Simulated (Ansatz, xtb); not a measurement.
**Two structures of FGeH3SiTe**

Structure X: a singlet given by its coordinates. Structure Y: a singlet given by its coordinates. Both are isolated molecules in the gas phase, relaxed with PBE0-D3(BJ)/def2-SVP.

X (Å):

```xyz
7

F    -1.9772    2.4016   -2.5745
Ge   -0.8919    1.5062   -1.5170
Si    1.2246    1.9211    1.3242
Te   -0.2414    3.4839    0.0250
H     0.7748    1.8527    2.7443
H     2.6426    2.3796    1.2708
H     1.1152    0.5642    0.6999
```

Close contacts (Å): F1–Ge2 1.76, Ge2–Te4 2.59, Si3–Te4 2.51, Si3–H5 1.49, Si3–H6 1.49, Si3–H7 1.50.

Y (Å):

```xyz
7

F    -0.1973    2.8599   -0.9150
Ge    0.8434   -0.2951   -1.6503
Si    1.0406    1.8700   -0.5130
Te    2.9877   -1.0073   -0.4905
H     3.3360    0.3785    0.3938
H     2.3093    2.5668   -0.8934
H     1.0130    1.7042    0.9741
```

Close contacts (Å): F1–Si3 1.64, Ge2–Si3 2.45, Ge2–Te4 2.54, Si3–H6 1.50, Si3–H7 1.50, Te4–H5 1.68.

Energies in hartree; the thermal terms are from PBE0-D3(BJ)/def2-SVP harmonic frequencies (ideal gas, rigid rotor, one conformer each, 1000 K, 1 atm) and include the zero-point energy:

|  | X | Y |
| --- | --- | --- |
| E, CCSD(T)/def2-SVP | −2732.774383 | −2732.762965 |
| E, MP2/def2-SVP | −2732.726217 | −2732.712051 |
| E, MP2/def2-TZVPP | −2733.691989 | −2733.682559 |
| zero-point energy | 0.027901 | 0.027568 |
| H(1000 K) − E | 0.069268 | 0.068816 |
| G(1000 K) − E | −0.130506 | −0.128667 |

Task: Correct the CCSD(T) difference for the basis set by the MP2 change, then work out ΔE, ΔE₀, ΔH and ΔG for X → Y in kJ/mol (1 Eh = 2625.50 kJ/mol) and the equilibrium ratio [Y]/[X].

Result: 1. Differences Y − X: CCSD(T) +0.011418, MP2 in the small set +0.014166, MP2 in the large set +0.009430 Eh.
2. ΔE = +0.011418 + (+0.009430 − (+0.014166)) = +0.006682 Eh = +17.54 kJ/mol.
3. ΔE₀ = ΔE + ΔZPE = +0.006682 + (−0.000333) Eh = +16.67 kJ/mol.
4. ΔH = ΔE + (−0.000452) Eh = +16.36 kJ/mol.
5. ΔG = ΔE + (+0.001839) Eh = +22.37 kJ/mol, so ΔS = (ΔH − ΔG)/T = −6.0 J/(mol K).
6. kT = 3.1668 mEh, so K = [Y]/[X] = exp(−ΔG/kT) = exp(−2.69) ≈ 0.068.

Structure X is favoured at this temperature. An error of 4 kJ/mol in ΔG would change K by a factor of 1.6. Mirror images and further conformers aren't counted.

Other levels gave ΔE = +92.1 (GFN2-xTB); +90.3 (HF/STO-3G, GFN2-xTB geometries); +40.0 (r2SCAN-D4/def2-SVP, GFN2-xTB geometries); +31.0 (PBE0-D3(BJ)/def2-SVP); +33.5 (HF/def2-SVP); +37.2 (MP2/def2-SVP); +30.0 (CCSD(T)/def2-SVP) kJ/mol. The correlated steps freeze 19 core orbitals; the filled d shell of Ge and Te is correlated, in a basis made for valence electrons. Atoms past krypton carry core potentials in the def2 sets, without spin–orbit terms. Programs: Ansatz 0.2.0, xtb 6.7.1.
